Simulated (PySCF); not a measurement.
# C3H7Al: core ionisation energies

C₃H₇Al.
Geometry (PBE0-D3(BJ)/def2-SVP, Å), atoms numbered from 1 in this order:
```
atom  x, y, z in Å
C1    -1.2120    0.3320    1.0038
C2    -1.1301   -0.0562   -0.2721
C3     0.1402   -0.3598   -1.0090
Al4    1.7227    0.0377    0.1031
H5    -2.1667    0.5370    1.4954
H6    -0.3213    0.4646    1.6381
H7    -2.0725   -0.1654   -0.8279
H8     0.1671    0.2273   -1.9463
H9     0.1317   -1.4171   -1.3337
H10    2.3001    1.5208    0.1702
H11    2.4516   -1.1156    0.9265
```

Level of theory: delta-SCF UKS SCAN, pcX-2 on the ionised atom, pcseg-1 elsewhere, spin-free X2C (PySCF). Each binding energy is the total energy of the core-ionised species, with the hole localised on one atom, minus that of the ground state; both are solved self-consistently, so orbital relaxation is included.

**Question.** Give the core binding energies atom by atom.

**Answer.** 
```tsv
atom(s)	bonded to	level	binding energy (eV)	above the level's lowest (eV)	count
Al4	C and 2 H	Al 1s	1566.93	0.00	1
C2	C (double bond), C and H	C 1s	290.78	+0.87	1
C1	C (double bond) and 2 H	C 1s	290.36	+0.45	1
C3	C, 2 H and Al	C 1s	289.91	0.00	1
```

The listed C 1s values span 0.87 eV, from C3 (bonded to C, 2 H and Al) to C2 (bonded to C (double bond), C and H). The widest gap between neighbouring values is 0.45 eV, between 289.91 and 290.36 eV. Summing the Pauling electronegativity differences to the bonded atoms, each weighted by its formal bond order, gives -1.64 for the lowest site and -0.35 for the highest; no listed site has a larger sum than the highest.

**Question.** What is the longest wavelength that can ionise C 1s of C1 vertically?

**Answer.** λ = hc/E = 12398.42 eV Å / 290.36 eV = 42.700 Å.

The structure is a single PBE0-D3(BJ)/def2-SVP conformer in the gas phase; no vibrational or solvent corrections.
